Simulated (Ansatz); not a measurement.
Results of the Gaussian-basis code of Ansatz.

A structure relaxed at PBE0-D4/def2-TZVP, charge 0, multiplicity 1:

Cartesian coordinates in Å:
```
C 0.0341 1.7524 -0.4360
C 0.3871 0.4943 0.3426
C -0.7704 0.0490 1.2140
N 0.7952 -0.5740 -0.5576
Al 0.2140 -2.2031 -0.8275
F 0.9445 -3.0941 -1.9986
F -1.0038 -2.9146 0.0117
H -0.2101 2.5760 0.2398
H 0.8687 2.0728 -1.0656
H -0.8271 1.5686 -1.0843
H 1.2298 0.7354 1.0074
H -1.0525 0.8434 1.9073
H -0.5152 -0.8362 1.8012
H -1.6468 -0.1919 0.6043
H 1.5525 -0.2780 -1.1588
```

Question: Give its formula and SMILES.

Answer: C3H8AlF2N, `CC(C)[NH][Al]([F])[F]`.

Question: Point group (tolerance 0.08 Å, 0.16 Å for H)?

Answer: C1.

Question: Summarise the bond lengths by kind.

Answer: 2 × C–C 1.516 to 1.521 Å; 7 × C–H 1.091 to 1.100 Å; 1 × C–N 1.455 Å; 1 × Al–N 1.751 Å; 1 × H–N 1.011 Å; 2 × Al–F 1.641 to 1.643 Å.
